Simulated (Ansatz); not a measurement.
`N#[C][InH2]` + H₂S → `[SH][InH2]` + `C#N` at 298.15 K and 1 bar (ligand exchange at the In–C bond).

Calculated with Ansatz (gas phase, PBE0-D4/def2-TZVP geometries, no zero-point term in ΔE). CCSD(T)/CBS adds triple-zeta CCSD(T) − MP2 to the extrapolated MP2 energy (def2 sets, frozen cores). This one scheme is used for every species. Elements past krypton have def2 core potentials. For In outer-core shells are correlated without core-valence functions, which leaves a few kJ/mol of doubt a bond.

```
      species  CCSD(T)/CBS energy (Eh)  H − E (kJ/mol)  S (J/(mol·K))
`N#[C][InH2]`               -283.72690            65.9          293.5
          H₂S               -398.97279            49.9          205.7
 `[SH][InH2]`               -589.39884            69.4          290.3
        `C#N`                -93.32098            52.4          201.2
```

H − E and S are ideal-gas, rigid-rotor, harmonic terms from PBE0-D4/def2-TZVP. 1 Eh = 2625.50 kJ/mol, R = 8.31446 J/(mol·K).

Problem. By hand: ΔE, ΔH, ΔS and ΔG.

Solution. ΔE = (-589.39884) + (-93.32098) − (-283.72690) − (-398.97279) = -0.02013 Eh = -52.9 kJ/mol. Δ(H − E) = 69.4 + 52.4 − 65.9 − 49.9 = 6.0, so ΔH = -46.9 kJ/mol. ΔS = 290.3 + 201.2 − 293.5 − 205.7 = -7.7 J/(mol·K). ΔG = -46.9 − 298.15 × (-7.7)/1000 = -44.6 kJ/mol.

Problem. By hand: the equilibrium constant, and the temperature at which ΔG would vanish if ΔH and ΔS stayed fixed.

Solution. log₁₀ K = −ΔG/(RT ln 10) = 7.8. ΔG = 0 at ΔH/ΔS = 6091 K, far beyond where these terms or the molecules hold.

The number of gas molecules stays the same, so ΔS is small and ΔH decides. A doubt of 5 kJ/mol in ΔE shifts log₁₀ K by 0.9 here. These are equilibria of isolated gas molecules and say nothing of rates. Largest T1 diagnostic: 0.015 (customary marks: 0.02 for closed shells, 0.045 for open ones).
